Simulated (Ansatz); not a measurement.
A made-up structure of BSiH3ClF, closed shell:

F1  (0.350, 1.911, -0.235)
Si2  (-0.409, 0.528, 0.167)
B3  (0.692, -0.610, -0.292)
Cl4  (-0.024, -2.143, 0.079)
H5  (-1.740, 0.282, -0.652)
H6  (-0.649, 0.374, 1.723)
H7  (1.781, -0.343, -0.790)
(Å)

It is relaxed with PBE-D4/def2-SVP and then PBE0-D4/def2-TZVP (Ansatz 0.2.0). Atoms count as bonded within 1.22 times the sum of their covalent radii (H–H: 0.88 Å). The end point is not checked to be a true minimum.

Does its bonding change? (Judge from chemistry; the calculation decides.)

By the calculation: No: no bond forms or breaks.

Where it ends: The first stage lowers the energy by 2.07 eV in 8 steps. It ends as BSiH₃ClF ([F][SiH2][BH][Cl]):
```csv
atom,x (Å),y (Å),z (Å)
F1,0.1082,2.1176,-0.1267
Si2,-0.4891,0.6636,0.1987
B3,0.7879,-0.8011,-0.3296
Cl4,0.2641,-2.4340,-0.0316
H5,-1.7694,0.5195,-0.5442
H6,-0.7661,0.6001,1.6585
H7,1.8643,-0.6657,-0.8250
```

Labels in which every atom is bracketed show which atoms are joined, not bond orders.

For scale, one of the runs: PBE0-D4/def2-TZVP relaxation, 154 basis functions, launched by `ansatz run in.yaml --threads 2 --pin off --events-out ev --progress --plain --max-ram 4352MiB`. The run took about 19 s on 2 CPU threads of an Arm Neoverse V2 (shared host).
